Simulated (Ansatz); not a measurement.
GeIH3 (GeH₃I). Total charge 0; singlet. Geometry PBE0-D4/def2-TZVP; atoms count from 1.

```xyz
5

Ge   -0.0019    0.2088    0.0859
I     0.0195   -2.1160   -0.8708
H     0.8427    0.1900    1.3639
H    -1.4598    0.5708    0.3867
H     0.5995    1.1464   -0.9657
```

In the def2 sets I takes a core potential; there is no spin–orbit coupling.

Q: Estimate the Mulliken populations from the PBE0/def2-TZVP orbitals of Ansatz.

A: 
```tsv
atom	charge (e)
Ge1	0.14
I2	-0.25
H3	0.04
H4	0.04
H5	0.04
```
Mulliken values depend strongly on the basis.

Q: And the Mayer bond orders between heavy atoms (over 0.3)?

A: Ge1–I2 1.04 (2.51 Å).
